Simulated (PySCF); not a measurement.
Which determinant of SI lies lowest?

Unrestricted PBE0; basis S cc-pV(D+d)Z, I cc-pVDZ-PP with ECP28; scalar-relativistic core potentials; PySCF 2.14. Outer shells of the fragments: S 3s2 3p4; I 4d10 5s2 5p5.

Followed along the bond (rough minima from three points):

```
2Ms+1   unpaired  ⟨S²⟩ at the start  R at minimum (Å)  Te (eV)
    2        π ↑               0.75              2.34     0.00
    4  σ ↑, π ↑↑               3.76  none in the scan   ≤ 1.55
```

Solutions found at the starting distance of 2.295 Å, counted from the lowest of them; the search is not exhaustive and high or unbound solutions are not listed, so other states can lie among these:

| 2Ms+1 | unpaired | term | E (eV) | ⟨S²⟩ | ⟨Lz²⟩ | μ (D) |
| --- | --- | --- | --- | --- | --- | --- |
| 2 | π ↑ | ²Π | 0.00 | 0.75 | 1.01 | 1.24 |
| 4 | σ ↑, π ↑↑ | ⁴Σ⁻ | 2.12 | 3.76 | 0.00 | 0.12 |
| 2 | σ ↓, π ↑↑ | mixed | 2.60 | 1.76 | 0.00 | 0.15 |
| 2 | σ ↑, π ↑↓ | mixed | 2.61 | 1.76 | 2.01 | 0.31 |
| 2 | σ ↑ | mixed | 3.46 | 0.82 | 2.00 | 0.80 |
| 4 | σ ↑, π ↑↑ | mixed | 4.56 | 3.76 | 2.01 | 2.26 |
| 4 | σ ↑↑, π ↑ | ⁴Π | 5.51 | 3.75 | 1.01 | 0.62 |
| 2 | π ↑ | mixed | 6.64 | 1.05 | 1.02 | -0.10 |

A term symbol is given only where ⟨S²⟩ and ⟨Lz²⟩ are close to those of a pure state; real π, δ and φ orbitals otherwise mix terms. A positive dipole means S(−)I(+).

Spin–orbit coupling is left out. Counting both spins, an empty level lies below a filled one in some of these solutions, because spin and occupation are held.
